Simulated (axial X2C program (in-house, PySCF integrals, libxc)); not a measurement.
**KTe: properties at the nuclei**

Computed with an axial X2C code built on PySCF integrals: two-component X2C with atomic mean-field Coulomb and Gaunt terms, Gaussian nuclei, basis Te dyall-cv3z, K dyall-cv3z with contracted cores.

R = 3.167 Å (near the PBE0 minimum at charge 0 of the determinant lowest at the starting distance; the state shown can have its own minimum elsewhere).

Input and command:
```json
{"zs": [52, 19], "q": 0, "bas": ["dyall-cv3z", "dyall-cv3z"], "r0": 3.21, "levels": ["PBE0", "HF", "BHandHLYP", "r2SCAN", "BP86"], "nst": 3}
```
```bash
python soeom.py task.json out
```

Keys: zs atomic numbers; q charge; bas basis sets; r0 starting distance in Å; levels methods; nst determinants followed.

Determinant lowest in the PBE0 search, Ω = 3/2 (⟨Sz⟩ = 0.50, ⟨Lz⟩ = 1.00 at PBE0), spin on the atoms Te 0.50, K 0.00:

| level | Eeff magnitude (GV/cm) | Ws magnitude Te (kHz) | A∥/gI Te (MHz) | qzz Te (a.u.) | A∥/gI K (MHz) | qzz K (a.u.) | μ (D) |
| --- | --- | --- | --- | --- | --- | --- | --- |
| PBE0 | 0.312 | 0.101 | 455 | -3.75 | -6.57 | -0.27 | 10.42 |
| HF | 0.459 | 0.155 | 380 | -4.51 | -5.72 | -0.32 | 11.44 |
| BHandHLYP | 0.309 | 0.0973 | 465 | -3.96 | -6.29 | -0.29 | 10.73 |
| r2SCAN | 0.336 | 0.11 | 490 | -4.14 | -5.06 | -0.29 | 10.68 |
| BP86 | 0.251 | 0.0771 | 494 | -3.61 | -6.17 | -0.25 | 10.05 |

Eeff is the effective electric field on the electron electric dipole moment in this Ω state and Ws the scalar–pseudoscalar constant of the nucleus named (defined with the proton number Z and per Ω); A∥ (defined per Ω) follows by multiplying with gI = μI/(I μN); qzz is the electric field gradient, eQq0 = 234.96 MHz × Q/barn × qzz; μ is positive if the K end (last atom) is positive. The operators were transformed with the bare-nucleus X2C matrices; with these basis sets, hyperfine constants and field gradients can be off by tens of per cent, and where levels differ in sign neither size nor sign is settled.

Q: With gI(125Te) = -1.7770, gI(39K) = 0.2610, Q(39K) = 0.0603 barn (g factors from the IAEA table of nuclear moments by Stone; Q from Pyykkö, Mol. Phys. 2018), turn the PBE0 values of the first state into constants in MHz.

A: A∥(125Te) = 455 × -1.7770 = -809 MHz; A∥(39K) = -6.57 × 0.2610 = -1.71 MHz; eQq0(39K) = 234.96 × (0.0603) × (-0.27) = -3.83 MHz.

Each state is one determinant with collinear spin. Unrestricted Hartree–Fock can overshoot spin polarisation at the nuclei. States lie within half an eV, so the first need not be the ground state. Further determinants of the search, some of them spin-mixed, are not shown.
